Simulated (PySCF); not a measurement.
## Correlation energy of Cl³⁺ (chlorine, charge +3)

[Ne] 3s2 3p2, high-spin 3P determinant. Computed with PySCF 2.14 in aug-cc-pCVTZ-DK with one added diffuse shell each of s, p, d, f type (9s8p6d4f, 91 functions), with the spin-free X2C one-electron Hamiltonian (Gaussian nucleus). Frozen: 1s2; 12 electrons correlated.

```tsv
level	correlation energy (mhartree)
CCSD	-394.68
(T)	-4.35
CCSD(T)	-399.03
```

Diagnostics: T1 = 0.0051, D1 = 0.0212, largest double amplitude 0.097.

Cost of the coupled-cluster step: about 60 core-seconds, for 12 correlated electrons.

Iterations:

```
CC2 = 0
CCSD nocc = (np.int64(7), np.int64(5)), nmo = (90, 90)
frozen orbitals [[0], [0]]
max_cycle = 100
direct = 0
conv_tol = 1e-08
conv_tol_normt = 1e-06
diis_space = 8
diis_start_cycle = 0
Init t2, MP2 energy = -0.373277251798991
Init E_corr(UCCSD) = -0.373277251817844
cycle = 1  E_corr(UCCSD) = -0.388242730295449  dE = -0.0149654785  norm(t1,t2) = 0.040843
cycle = 2  E_corr(UCCSD) = -0.39248341058929  dE = -0.00424068029  norm(t1,t2) = 0.0153079
cycle = 3  E_corr(UCCSD) = -0.394699608186353  dE = -0.0022161976  norm(t1,t2) = 0.00671969
cycle = 4  E_corr(UCCSD) = -0.39467285773869  dE = 2.67504477e-05  norm(t1,t2) = 0.00100845
cycle = 5  E_corr(UCCSD) = -0.394677132950027  dE = -4.27521134e-06  norm(t1,t2) = 0.000124797
cycle = 6  E_corr(UCCSD) = -0.394679085908385  dE = -1.95295836e-06  norm(t1,t2) = 3.00004e-05
cycle = 7  E_corr(UCCSD) = -0.394678458285194  dE = 6.27623191e-07  norm(t1,t2) = 5.24382e-06
cycle = 8  E_corr(UCCSD) = -0.394678554364905  dE = -9.60797112e-08  norm(t1,t2) = 7.3366e-07
cycle = 9  E_corr(UCCSD) = -0.3946785342118  dE = 2.01531051e-08  norm(t1,t2) = 1.34804e-07
cycle = 10  E_corr(UCCSD) = -0.39467853648277  dE = -2.2709703e-09  norm(t1,t2) = 3.01852e-08
UCCSD converged
E(UCCSD) = -458.5966608950321  E_corr = -0.39467853648277
UCCSD(T) correction = -0.00435210824415701
```
